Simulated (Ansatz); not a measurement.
A nudged elastic band was laid between two geometries of H3NZn (5 atoms, charge 0, multiplicity 1).

All numbers below come from Ansatz, RKS PBE-D4/def2-TZVP.

```yaml
movable_images: 2
climbing_image: yes
spring: 5.0 eV/Å²
optimiser: quadratic models (default)
start_path: through a guess of the saddle point
force_threshold: 0.03 eV/Å
iteration_limit: 60
end_points: relaxed
```

Image 0:

```xyz
5
Properties=species:S:1:pos:R:3
N -0.116 -0.860 -0.097
Zn 0.343 0.911 -0.097
H -1.057 -1.095 -0.414
H 0.064 -1.386 0.758
H 0.816 2.356 -0.190
```

Image 3:

```xyz
5
Properties=species:S:1:pos:R:3
N -0.410 -0.728 0.216
Zn 0.331 0.917 -0.084
H -0.927 -1.154 -0.553
H 0.193 -1.445 0.619
H 0.862 2.336 -0.240
```

Q: Which bonds break or form, and what moves?

A: No bond is made or broken. The height of N1 over the plane of its neighbours goes from -0.30 to 0.30 Å. The two ends are copies of one structure, up to a mirror image or an exchange of like atoms.

Q: Give the energies along the band, and the barrier.

A: It converged. The highest image is number 2 of 0 to 3, 0.020 eV above the ends, which have the same energy within 2 meV. Another band between the same ends (5 images) ends at a top of the same energy, where a vibrational analysis finds 1 clearly imaginary mode. So few images can step over the top or miss a turn of the path.

| image | path coordinate (Å) | energy (eV) | height of N1 over the plane of its neighbours (Å) |
| --- | --- | --- | --- |
| 0 | 0.00 | 0.000 | -0.30 |
| 1 | 0.14 | 0.010 | -0.16 |
| 2 | 0.28 | 0.020 | 0.00 |
| 3 | 0.56 | 0.000 | 0.30 |

Q: What is the geometry of the highest image?

A: 
```xyz
5
Properties=species:S:1:pos:R:3
N -0.256 -0.765 0.056
Zn 0.344 0.936 -0.092
H -1.017 -1.157 -0.486
H 0.130 -1.454 0.693
H 0.848 2.365 -0.213
```

Time of the run: 22 s on 2 threads of Arm Neoverse V1, on a shared host, peak memory 0.15 GiB.
